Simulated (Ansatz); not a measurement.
Reactions of `C[SiH](Cl)[SiH2]F`.

Isolated molecules relaxed with PBE0-D4/def2-TZVP in Ansatz; ΔE leaves out vibrations. CCSD(T)/CBS is the MP2 limit (def2-TZVPP, def2-QZVPP) plus CCSD(T) − MP2 in def2-TZVPP, frozen cores. This one scheme is used for every species. DFT in def2-TZVPP. Each species was taken in one conformer, which may not be the lowest.

| reaction | CCSD(T)/CBS(def2) (kJ/mol) |
| --- | --- |
| `C[SiH](Cl)[SiH2]F` + H₂O → `O[SiH](Cl)[SiH2]F` + CH₄ | ? |
| `C[SiH](Cl)[SiH2]F` + `FC[SiH2]S` → `C[SiH](S)Cl` + `FC[SiH2][SiH2]F` | -6 |
| `C[SiH](Cl)[SiH2]F` + `C#N` → `N#C[SiH](Cl)[SiH2]F` + CH₄ | -31 |
| `C[SiH](Cl)[SiH2]F` → `F[SiH](Cl)C[SiH3]` | -32 |
| `C[SiH](Cl)[SiH2]F` → `FC[SiH]([SiH3])Cl` | 240 |
| `C[SiH](Cl)[SiH2]F` → `C[Si]Cl` + `F[SiH3]` | ? |
| `C[SiH](Cl)[SiH2]F` + `BC(=C)C` → `C[SiH](C)[SiH2]F` + `BC(=C)Cl` | 119 |
| `C[SiH](Cl)[SiH2]F` + `C=NC(=N)O` → `C=N/C(O)=N\C` + `F[SiH2][SiH2]Cl` | ? |
| `C[SiH](Cl)[SiH2]F` + H₂O → `C[SiH](O)Cl` + `F[SiH3]` | -114 |
| `C[SiH](Cl)[SiH2]F` + `CBO` → `CBO[SiH2]F` + `C[SiH2]Cl` | -117 |

Problem. Fill in the missing values. (Best estimate.)

Solution. The calculation gave: `C[SiH](Cl)[SiH2]F` + H₂O → `O[SiH](Cl)[SiH2]F` + CH₄: -91.8 kJ/mol; `C[SiH](Cl)[SiH2]F` → `C[Si]Cl` + `F[SiH3]`: +180.4 kJ/mol; `C[SiH](Cl)[SiH2]F` + `C=NC(=N)O` → `C=N/C(O)=N\C` + `F[SiH2][SiH2]Cl`: +79.9 kJ/mol.

Largest T1 diagnostic: 0.015, for `C=NC(=N)O`.
